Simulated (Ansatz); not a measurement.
Start from `FC1([SiH2]S)BC1` and change one atom or group to get `OC1(F)BC1`.

Ansatz, PBE0-D4/def2-TZVP geometries, multiplicity 1. Each molecule was computed in one conformer, which needn't be the lowest.

```json
{"property": "LUMO energy (ωB97M-V/def2-TZVPP) / eV", "`FC1([SiH2]S)BC1`": "-0.15"}
{"property": "HOMO energy (B3LYP/def2-TZVPP) / eV", "`FC1([SiH2]S)BC1`": "-7.23"}
{"property": "LUMO energy (B3LYP/def2-TZVPP) / eV", "`FC1([SiH2]S)BC1`": "-2.34"}
{"property": "size of the dipole moment (B3LYP/def2-TZVPP) / D", "`FC1([SiH2]S)BC1`": "2.34"}
{"property": "LUMO energy (PBE/def2-TZVPP) / eV", "`FC1([SiH2]S)BC1`": "-3.12"}
{"property": "LUMO energy (PBE0/def2-TZVPP) / eV", "`FC1([SiH2]S)BC1`": "-2.14"}
```

What does the change do to each property? (Estimate.)

The calculation gave: 
```
                                        property  `OC1(F)BC1`  shift
           LUMO energy (ωB97M-V/def2-TZVPP) / eV         0.04   0.19
             HOMO energy (B3LYP/def2-TZVPP) / eV        -7.26  -0.03
             LUMO energy (B3LYP/def2-TZVPP) / eV        -2.25   0.09
size of the dipole moment (B3LYP/def2-TZVPP) / D         2.18  -0.16
               LUMO energy (PBE/def2-TZVPP) / eV        -3.05   0.07
              LUMO energy (PBE0/def2-TZVPP) / eV        -2.01   0.13
```

Dipoles are sizes alone; their direction can turn.

B3LYP here is the variant with VWN-RPA as its local correlation; programs differ in this.
